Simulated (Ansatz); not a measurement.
`[NH2][Al]([F])[F]` + HBr → `[F][Al]([F])[Br]` + NH₃ at 298.15 K and 1 bar (ligand exchange at the Al–N bond).

Calculated with Ansatz (gas phase, PBE0-D4/def2-TZVP geometries, no zero-point term in ΔE). CCSD(T)/CBS adds triple-zeta CCSD(T) − MP2 to the extrapolated MP2 energy (def2 sets, frozen cores). This one scheme is used for every species. For Br outer-core shells are correlated without core-valence functions, which leaves a few kJ/mol of doubt a bond. Scalar relativity is left out up to krypton. One conformer a species, not always the lowest.

| species | CCSD(T)/CBS energy (Eh) | H − E (kJ/mol) | S (J/(mol·K)) |
| --- | --- | --- | --- |
| `[NH2][Al]([F])[F]` | -497.71159 | 98.0 | 299.0 |
| HBr | -2573.91920 | 24.6 | 198.6 |
| `[F][Al]([F])[Br]` | -3015.14527 | 32.1 | 310.6 |
| NH₃ | -56.50880 | 100.5 | 192.4 |

H − E and S are ideal-gas, rigid-rotor, harmonic terms from PBE0-D4/def2-TZVP, for one conformer and one mirror image of each species. 1 Eh = 2625.50 kJ/mol, R = 8.31446 J/(mol·K).

**Question.** By hand: ΔE, ΔH, ΔS and ΔG.

**Answer.** ΔE = (-3015.14527) + (-56.50880) − (-497.71159) − (-2573.91920) = -0.02328 Eh = -61.1 kJ/mol. Δ(H − E) = 32.1 + 100.5 − 98.0 − 24.6 = 10.0, so ΔH = -51.1 kJ/mol. ΔS = 310.6 + 192.4 − 299.0 − 198.6 = 5.4 J/(mol·K). ΔG = -51.1 − 298.15 × (5.4)/1000 = -52.7 kJ/mol.

**Question.** By hand: the equilibrium constant, and the temperature at which ΔG would vanish if ΔH and ΔS stayed fixed.

**Answer.** log₁₀ K = −ΔG/(RT ln 10) = 9.2. ΔH and −TΔS have one sign here, so there is no such temperature. One of them is within its doubt of zero, so this could turn.

The number of gas molecules stays the same, so ΔS is small and ΔH decides. A doubt of 5 kJ/mol in ΔE shifts log₁₀ K by 0.9 here. Other conformers and mirror images would add mixing entropy, several J/(mol·K) or more a flexible species. These are equilibria of isolated gas molecules and say nothing of rates. Largest T1 diagnostic: 0.012 (customary marks: 0.02 for closed shells, 0.045 for open ones).
